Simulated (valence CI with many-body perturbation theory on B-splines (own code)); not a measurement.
**Tl9+: calculated level list**

Computed by configuration interaction combined with many-body perturbation theory (CI+MBPT): four valence electrons over a frozen Dirac-Fock core [Xe] 4f14, radial functions for each j: 7 s, 7 p, 8 d, 6 f, 4 g, 1 h, with the one-electron correlation potential Σ1 (screened to all orders), the two-electron term Σ2, the three-electron term Σ3, Breit, model QED; selected single and double excitations, second order for the rest, scaled by the run's own slope (own B-spline code, finite nucleus).

No measured levels were compared; by estimate terms of the open shell hold to 2 to 4 % of their energy, and close levels can change places. Only levels of the ground parity were solved; by the run's estimate the other parity begins above the list, which can be wrong where configurations are misplaced.

Levels 1 to 32 of 32, with energies above the lowest level, (5d3/2^4) J=0. "Leading %" is the weight of the configuration and term that name the level; weights of strongly mixed levels are sums over their largest components and can fall short, so below about 35 % the name and the second component can differ from the true leading terms, or belong to a minority configuration. In the jj column 3d3/2^4 stands for four electrons in 3d with j = 3/2. Lifetimes count E1, E2, E3, M1 and M2 decay at the calculated energies, and are blank where another channel may lead or the interval is too uncertain; long ones can be off by a factor of two.

| No. | Configuration | Term | J | E (cm⁻¹) | Leading % | Lifetime | Leading jj | Second component |
| --- | --- | --- | --- | --- | --- | --- | --- | --- |
| 1 | 5d⁴ | ⁵D | 0 | 0.0 | 46 |  | 5d3/2^4 (89 %) | 46 % 5d⁴ ³P |
| 2 | 5d⁴ | ⁵D | 1 | 14611 | 75 | 9.54 ms | 5d3/2^3 5d5/2 (91 %) | 24 % 5d⁴ ³P |
| 3 | 5d⁴ | ⁵D | 2 | 24093 | 80 | 29.4 ms | 5d3/2^3 5d5/2 (53 %) | 6 % 5d⁴ ³P |
| 4 | 5d⁴ | ⁵D | 3 | 29505 | 64 | 193 ms | 5d3/2^3 5d5/2 (54 %) | 17 % 5d⁴ ³F |
| 5 | 5d⁴ | ³F | 4 | 29685 | 31 |  | 5d3/2^3 5d5/2 (84 %) | 28 % 5d⁴ ⁵D |
| 6 | 5d⁴ | ⁵D | 0 | 42501 | 50 | 1.33 ms | 5d3/2^2 5d5/2^2 (85 %) | 32 % 5d⁴ ³P |
| 7 | 5d⁴ | ³H | 4 | 44528 | 44 | 7.73 ms | 5d3/2^2 5d5/2^2 (80 %) | 40 % 5d⁴ ⁵D |
| 8 | 5d⁴ | ³G | 3 | 48678 | 58 | 4.90 ms | 5d3/2^2 5d5/2^2 (61 %) | 22 % 5d⁴ ⁵D |
| 9 | 5d⁴ | ³F | 2 | 49312 | 46 | 2.75 ms | 5d3/2^2 5d5/2^2 (62 %) | 22 % 5d⁴ ¹D |
| 10 | 5d⁴ | ³H | 5 | 52884 | 72 | 11.0 ms | 5d3/2^2 5d5/2^2 (99 %) | 28 % 5d⁴ ³G |
| 11 | 5d⁴ | ³P | 1 | 54728 | 61 | 2.52 ms | 5d3/2^2 5d5/2^2 (80 %) | 23 % 5d⁴ ³D |
| 12 | 5d⁴ | ³H | 6 | 56754 | 61 | 1.65 s | 5d3/2^2 5d5/2^2 (95 %) | 39 % 5d⁴ ¹I |
| 13 | 5d⁴ | ³G | 4 | 61223 | 64 | 17.8 ms | 5d3/2^2 5d5/2^2 (91 %) | 28 % 5d⁴ ¹G |
| 14 | 5d⁴ | ³D | 2 | 62269 | 42 | 14.7 ms | 5d3/2^2 5d5/2^2 (88 %) | 33 % 5d⁴ ³P |
| 15 | 5d⁴ | ³F | 3 | 63002 | 41 | 5.36 ms | 5d3/2^2 5d5/2^2 (81 %) | 39 % 5d⁴ ³D |
| 16 | 5d⁴ | ³F | 4 | 69527 | 42 | 2.07 ms | 5d3/2 5d5/2^3 (64 %) | 25 % 5d⁴ ⁵D |
| 17 | 5d⁴ | ³F | 3 | 75048 | 47 | 1.52 ms | 5d3/2 5d5/2^3 (86 %) | 22 % 5d⁴ ³G |
| 18 | 5d⁴ | ¹D | 2 | 75057 | 34 | 1.70 ms | 5d3/2^2 5d5/2^2 (64 %) | 32 % 5d⁴ ³F |
| 19 | 5d⁴ | ³G | 5 | 79956 | 72 | 3.53 ms | 5d3/2 5d5/2^3 (99 %) | 28 % 5d⁴ ³H |
| 20 | 5d⁴ | ³D | 1 | 80849 | 73 | 1.11 ms | 5d3/2 5d5/2^3 (85 %) | 18 % 5d⁴ ³P |
| 21 | 5d⁴ | ¹I | 6 | 82135 | 61 | 3.56 ms | 5d3/2 5d5/2^3 (95 %) | 39 % 5d⁴ ³H |
| 22 | 5d⁴ | ³F | 4 | 84885 | 50 | 3.57 ms | 5d3/2^2 5d5/2^2 (73 %) | 38 % 5d⁴ ¹G |
| 23 | 5d⁴ | ³P | 2 | 87558 | 61 | 3.20 ms | 5d3/2^2 5d5/2^2 (53 %) | 23 % 5d⁴ ³D |
| 24 | 5d⁴ | ¹S | 0 | 90605 | 60 | 1.63 ms | 5d3/2 5d5/2^3 (81 %) | 39 % 5d⁴ ³P |
| 25 | 5d⁴ | ¹F | 3 | 92975 | 48 | 2.10 ms | 5d3/2 5d5/2^3 (90 %) | 29 % 5d⁴ ³D |
| 26 | 5d⁴ | ³F | 2 | 94024 | 53 | 1.87 ms | 5d3/2^2 5d5/2^2 (48 %) | 36 % 5d⁴ ³P |
| 27 | 5d⁴ | ³F | 3 | 107370 | 71 | 2.58 ms | 5d3/2 5d5/2^3 (98 %) | 25 % 5d⁴ ¹F |
| 28 | 5d⁴ | ³P | 1 | 107840 | 95 | 1.43 ms | 5d3/2 5d5/2^3 (94 %) |  |
| 29 | 5d⁴ | ¹G | 4 | 108570 | 61 | 953 μs | 5d5/2^4 (54 %) | 27 % 5d⁴ ³F |
| 30 | 5d⁴ | ¹D | 2 | 109970 | 47 | 1.48 ms | 5d5/2^4 (46 %) | 23 % 5d⁴ ³F |
| 31 | 5d⁴ | ³P | 0 | 111630 | 63 | 2.58 ms | 5d3/2^2 5d5/2^2 (57 %) | 34 % 5d⁴ ¹S |
| 32 | 5d⁴ | ³F | 4 | 113400 | 44 | 1.26 ms | 5d3/2 5d5/2^3 (61 %) | 42 % 5d⁴ ¹G |

The ionisation energy to 5d³ ⁴F3/2 of the next ion comes out as 158.48 eV (NIST: 158 ± 2.2 eV (theoretical)). All 32 levels together are meant to be complete up to 116160 cm⁻¹.
